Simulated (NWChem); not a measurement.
Species: GeBrF, singlet; SMILES [F][Ge][Br]

Results from NWChem. Low-valent species are run as closed-shell singlets; no triplet was tried in these runs. All runs use the structure optimised with PBE-D3(BJ)/def2-SVP.

Estimate the computed values for PBE0/pcseg-2. Quantities: highest occupied level (eV); orbital gap (eV); dipole (D).


```
Property                     Result
---------------------------  ------
highest occupied level (eV)   -8.24
orbital gap (eV)               5.18
dipole (D)                     2.39
```
